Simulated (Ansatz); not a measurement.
Spectroscopic constants of PtCl, multiplicity 2 (lowest of 2S+1 = 2, 4 at PBE0/def2-TZVPP; our sources give no spin for the ground state, which may be another). No spin–orbit coupling.

Seven points along R, fitted to fifth degree in 1/R; most abundant isotopes. In def2 and cc sets the state is the lowest found near the PBE0 minimum, followed along R.

Correlated levels freeze the inner cores; with def2 sets outer-core shells near the valence are correlated too.

Programs: Ansatz (a program for electronic structure) with Gaussian orbitals.  In def2 rows elements past Kr take small-core potentials, without spin–orbit coupling.

### Question
What bond length and harmonic frequency does PBE/def2-TZVPP give?

### Answer
r_e = 2.147 Å, ω_e = 386 cm⁻¹.

### Question
What bond length and harmonic frequency does BHLYP/def2-TZVPP give?

### Answer
r_e = 2.230 Å, ω_e = 376 cm⁻¹.

### Question
What bond length and harmonic frequency does B2PLYP/def2-TZVPP give?

### Answer
r_e = 2.206 Å, ω_e = 391 cm⁻¹.
